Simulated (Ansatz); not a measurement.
Cost and result for the atomization energy of C₂H₂Cl₃F₃GeO, SMILES `FC(F)(F)C[O][Ge]([Cl])([Cl])[Cl]` (12 atoms, 11 bonds).

```xyz
12

F    -1.181    1.047   -2.063
C    -1.053    1.450   -0.799
F    -0.765    2.758   -0.810
F    -2.232    1.293   -0.199
C     0.052    0.707   -0.079
O    -0.267   -0.660   -0.081
Ge    0.783   -1.822    0.701
Cl    0.969   -1.344    2.759
Cl    2.708   -1.756   -0.188
Cl   -0.117   -3.703    0.432
H     0.115    1.117    0.935
H     0.988    0.914   -0.609
```

The species carries charge 0 and has multiplicity 1. Correlated methods include outer-core shells of Ge, which these sets cover unevenly. Scalar relativity is left out up to krypton. The structure was optimised at the PBE0-D4/def2-TZVP level. It is one conformer, not always the lowest. Program: Ansatz. All runs use 4 threads of an AMD EPYC 7R13 on a shared host and a share of an NVIDIA H100 80 GB. Times are those of one run each, without the atoms' runs, and a repeat can differ threefold. Electronic energies, without spin–orbit coupling; frozen cores. CCSD(T)/CBS adds CCSD(T) − MP2 in def2-TZVPP to the MP2 limit, and its time is that of the two runs behind it. T1 = 0.011. With those shells the extrapolation isn't a true limit. B3LYP takes the VWN-RPA correlation (the form of Gaussian; ORCA's B3LYP/G). HSE06 is the plane-wave form, built on full-range PBE exchange.

CCSD(T)/CBS is a level of theory with its own doubt, some kJ/mol a heavy atom from the limit and from the frozen cores, so smaller differences don't rank the functionals.

| level | functions | wall time | atomization (kJ/mol) | difference from CCSD(T)/CBS | per bond |
| --- | --- | --- | --- | --- | --- |
| PBE0-D4/def2-TZVPP | 388 | 2.4 s | 4522.5 | 23.1 | 2.1 |
| B2PLYP/def2-TZVPP | 388 | 2.5 s | 4412.0 | -87.4 | -7.9 |
| CCSD(T)/def2-SVP | 180 | 2.7 s | 4216.1 | -283.3 | -25.8 |
| LDA (SPW92)/def2-TZVPP | 388 | 2.7 s | 5412.4 | 913.0 | 83.0 |
| CAM-B3LYP-D4/def2-TZVPP | 388 | 2.8 s | 4484.0 | -15.4 | -1.4 |
| PBE-QIDH/def2-TZVPP | 388 | 2.8 s | 4491.5 | -7.9 | -0.7 |
| B3LYP-D4/def2-TZVPP (with forces) | 388 | 2.9 s | 4428.9 | -70.5 | -6.4 |
| HSE06-D4/def2-TZVPP | 388 | 3 s | 4527.2 | 27.8 | 2.5 |
| r2SCAN-D4/def2-TZVPP (with forces) | 388 | 3.1 s | 4544.4 | 45.0 | 4.1 |
| ωB97M-V/def2-TZVPP (with forces) | 388 | 3.9 s | 4512.5 | 13.1 | 1.2 |
| MP2/def2-QZVPP | 701 | 5.5 s | 4658.9 | 159.5 | 14.5 |
| CCSD(T)/def2-TZVPP | 388 | 17 s | 4370.4 | -129.0 | -11.7 |
| CCSD(T)/CBS(def2) | – | 22 s | 4499.4 | 0.0 | 0.0 |

At CCSD(T), def2-SVP lies −283.3 kJ/mol from the extrapolated value and def2-TZVPP −128.9 kJ/mol: correlation converges slowly with the basis, and small sets miss more of it in the bonded molecule than in its fragments. From PBE to PBE0 (25 % exact exchange), in def2-TZVPP and without D4, the atomization energy moves by −141.7 kJ/mol: exact exchange takes away binding that semilocal exchange gives to molecules. In def2-TZVPP, CCSD(T) changes the Hartree–Fock value by +1294.0 kJ/mol (the triples alone add +109.4 kJ/mol) and MP2 by +1507.1 kJ/mol; breaking electron pairs costs correlation energy, which Hartree–Fock lacks.

For some Ge, Se and Sn compounds the MP2-based and the directly extrapolated limit differ by 10 to 25 kJ/mol.
